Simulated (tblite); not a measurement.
A tight-binding relaxation on `[SiH3][CH]O[SiH2][SiH2][AsH2]` [radical].

Computed with GFN2-xTB geometry optimisation, gas phase (tblite 0.8.0). Start geometry: from a force field or distance geometry. The command runs a driver script over a list of jobs; the input below is this job's line of settings and its coordinates in Å.

Command:
```bash
OMP_NUM_THREADS=1 python probes_run.py task.json out
```

Input:
```
{"job": {"kind": "relax", "xc": "GFN2-xTB", "basis": "xTB"}, "charge": 0, "multiplicity": 2}
Si     3.104300     0.337500     0.404800
C      1.350900     0.961700     0.234000
O      0.604600     0.252800    -0.674300
Si    -0.103700    -1.161200    -0.044800
Si    -2.259100    -0.886900     0.527600
As    -2.992200     1.030600    -0.570400
H      3.264900    -1.050400    -0.007800
H      3.454700     0.407400     1.846300
H      4.076600     1.125300    -0.354400
H      1.263600     2.048700     0.157600
H     -0.124300    -2.152900    -1.145500
H      0.651100    -1.690700     1.121500
H     -3.092400    -2.004600     0.109900
H     -2.427800    -0.686800     1.949700
H     -2.240800     2.238200     0.089000
H     -4.537800     1.240100    -0.387100
```

Output:
```
step      E/eV     max force
  0    -511.14870    1.830
  1    -511.36135    1.580
  2    -511.81648    2.046
  3    -511.97944    1.669
  4    -512.14753    0.943
  5    -512.19858    0.559
  6    -512.23262    0.453
  7    -512.25063    0.461
  8    -512.27793    0.489
  9    -512.29760    0.475
... (118 lines left out)
128    -512.52074    0.015
129    -512.52077    0.011
130    -512.52080    0.011
131    -512.52083    0.017
132    -512.52088    0.024
133    -512.52096    0.027
134    -512.52106    0.028
135    -512.52114    0.022
136    -512.52118    0.011
137    -512.52119    0.009
```

«max force» is the largest atomic force in eV/Å.

Task: From which step on does the largest force stay under 0.1 eV/Å, and how much energy is left to gain from there?

Result: From step 73 (0.046 eV/Å), 17.4 meV above the end.

In short: energy lowered by 31.7 kcal/mol over 137 steps; largest atomic force 0.009 eV/Å at the end.

Task: Give the final coordinates.

Result: 0.609 Å rms from the input after alignment:
```
atom  x, y, z in Å
Si1    3.0686    0.3208    0.1960
C2     1.4019    0.9451   -0.2940
O3     0.2446    0.2993   -0.1290
Si4   -0.1243   -1.2049    0.4393
Si5   -2.4053   -0.8663    0.3313
As6   -2.6656    1.2793   -0.5503
H7     3.3935   -0.9429   -0.4799
H8     3.1565    0.0705    1.6427
H9     4.0034    1.3739   -0.1929
H10    1.2519    1.9237   -0.7349
H11    0.5110   -2.1887   -0.4495
H12    0.5349   -1.3895    1.7402
H13   -3.0526   -1.8582   -0.5499
H14   -3.0448   -1.1000    1.6405
H15   -2.1941    1.9181    0.7217
H16   -4.0872    1.4289   -0.0751
```

Time: 1.3 s wall. Hardware: an Arm Neoverse V1 with one thread (shared host).
Labels such as C1 count atoms from 1, the log's own numbers from 0.
